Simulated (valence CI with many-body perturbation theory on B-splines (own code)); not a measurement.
## Which ion has this spectrum?

A relativistic CI+MBPT calculation for an atom or ion with 40 electrons gives these levels (eV):

| J | Parity | E | g |
| --- | --- | --- | --- |
| 0 | even | 0.000 |  |
| 1 | even | 21.885 | 1.50 |
| 4 | even | 27.325 | 1.07 |
| 2 | even | 28.011 | 1.22 |
| 3 | even | 29.462 | 1.13 |
| 0 | even | 47.611 |  |
| 2 | even | 47.985 | 1.26 |
| 4 | even | 49.059 | 1.15 |
| 3 | even | 49.586 | 1.17 |
| 5 | even | 51.625 | 1.08 |
| 6 | even | 53.166 | 1.07 |
| 1 | even | 53.193 | 1.08 |
| 3 | even | 54.799 | 1.07 |
| 4 | even | 55.149 | 1.03 |

The energies are calculated, and their last digits are not significant.

**Question.** Which is it?
A. Au39+
B. Tl41+
C. Pb42+
D. Os36+

**Answer.** A. Au39+, ground level (4d3/2^4) J=0.
